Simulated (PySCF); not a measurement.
Correlation energy of Kr⁺ (krypton, charge +1)

[Ar] 3d10 4s2 4p5, 2P determinant. Calculation: PySCF 2.14, in aug-cc-pVDZ-DK; scalar relativity by spin-free X2C-1e. Frozen: [Ar] 3d10; 7 electrons correlated.

MP2 pair energies summed by pair of shells (mhartree):

```json
{"pair": "4p-4p", "energy": "-66.88", "share (%)": "68.4"}
{"pair": "4s-4p", "energy": "-25.46", "share (%)": "26.0"}
{"pair": "4s-4s", "energy": "-5.39", "share (%)": "5.5"}
```

Total MP2 correlation energy: -97.74 mhartree.

Same-spin part -24.70 and opposite-spin part -73.03 mhartree; SCS-MP2 scales them by 1/3 and 6/5 to -95.87 mhartree.

```
  level  correlation energy (mhartree)
   CCSD                        -112.09
    (T)                          -1.35
CCSD(T)                        -113.44
```

Diagnostics: T1 = 0.0053, D1 = 0.0168, largest double amplitude 0.042.

Cost of the coupled-cluster step: 0.33 s of wall time on 1 thread of Neoverse-N1 (shared host), for 7 correlated electrons.

Iterations:

```
CC2 = 0
CCSD nocc = (np.int64(4), np.int64(3)), nmo = (22, 22)
frozen orbitals [[0, 1, 2, 3, 4, 5, 6, 7, 8, 9, 10, 11, 12, 13], [0, 1, 2, 3, 4, 5, 6, 7, 8, 9, 10, 11, 12, 13]]
max_cycle = 100
direct = 0
conv_tol = 1e-08
conv_tol_normt = 1e-06
diis_space = 8
diis_start_cycle = 0
Init t2, MP2 energy = -0.0977356524907879
Init E_corr(UCCSD) = -0.097735652496356
cycle = 1  E_corr(UCCSD) = -0.109308147452175  dE = -0.011572495  norm(t1,t2) = 0.0298297
cycle = 2  E_corr(UCCSD) = -0.111313575160397  dE = -0.00200542771  norm(t1,t2) = 0.00880528
cycle = 3  E_corr(UCCSD) = -0.112109619213202  dE = -0.000796044053  norm(t1,t2) = 0.00325644
cycle = 4  E_corr(UCCSD) = -0.112090820157619  dE = 1.87990556e-05  norm(t1,t2) = 0.000363117
cycle = 5  E_corr(UCCSD) = -0.11209214436632  dE = -1.3242087e-06  norm(t1,t2) = 9.28595e-05
cycle = 6  E_corr(UCCSD) = -0.112092446425502  dE = -3.02059181e-07  norm(t1,t2) = 2.28503e-05
cycle = 7  E_corr(UCCSD) = -0.112092350881962  dE = 9.55435397e-08  norm(t1,t2) = 5.48014e-06
cycle = 8  E_corr(UCCSD) = -0.112092362287311  dE = -1.14053496e-08  norm(t1,t2) = 1.05684e-06
cycle = 9  E_corr(UCCSD) = -0.112092358351402  dE = 3.93590956e-09  norm(t1,t2) = 1.4995e-07
UCCSD converged
E(UCCSD) = -2787.682358366324  E_corr = -0.1120923583514019
UCCSD(T) correction = -0.00135393005330205
```
